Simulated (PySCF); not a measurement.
# How methods differ on the ionisation energy of Kr³⁴⁺

Kr³⁴⁺ 1s2 (1S) → Kr³⁵⁺ 1s1 (2S), as a difference of total energies. All numbers are calculated (PySCF 2.14, scalar relativity by spin-free X2C-1e, in an even-tempered Gaussian basis (17 s from 50 bohr⁻², ratio 2.2; 7 p from 76 bohr⁻², ratio 2.4; 4 d from 230 bohr⁻², ratio 2.4; 3 f from 340 bohr⁻², ratio 2.4; 3 g from 520 bohr⁻², ratio 2.4)). Correlated levels: nothing frozen; virtual orbitals above 40 to 60 times the deepest correlated orbital energy dropped. The calculations carry no spin-orbit coupling.

```tsv
method	ionisation energy (eV)
UHF	17314.3
MP2 (all electrons)	17315.7
SCS-MP2 (all electrons)	17316.0
CCSD (all electrons)	17315.7
```

For this ion Breit and QED terms and the two-electron picture change, all absent here, outweigh the differences among the correlated methods.

With two correlated electrons CCSD is exact in that space.

For comparison: 17296.4 eV (theoretical estimate listed by NIST; NIST Atomic Spectra Database, ionization energies).
